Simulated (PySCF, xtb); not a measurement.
B(CCH)2(OMe) (C₅H₅BO), SMILES C#CB(C#C)OC.

Geometry: B3LYP-D3(BJ)/def2-SVP. Other conformers were not sampled.

Method: C-PCM-PBE0/def2-SVP run with PySCF.

The values are the electrostatic part of the solvation free energy, E(continuum) − E(gas) at the gas-phase geometry, in a cavity of scaled van der Waals radii (PySCF's table); cavitation and dispersion terms are not included. In vacuum the orbital gap is 6.32 eV. The dipole moment in vacuum is 1.56 D.

Computed values in water (ε = 78.36), methanol (ε = 32.61), n-hexane (ε = 1.88):
```
solvent       ε  ΔG(elec) (kcal/mol)  dipole (D)  gap (eV)
--------  -----  -------------------  ----------  --------
water     78.36                 -6.1        1.93      6.42
methanol  32.61                 -5.9        1.92      6.41
n-hexane   1.88                 -2.7        1.71      6.37
```

For comparison, GFN2-xTB/ALPB(water) (xtb, at the GFN2-xTB geometry, all terms of that model) gives -2.1 kcal/mol.
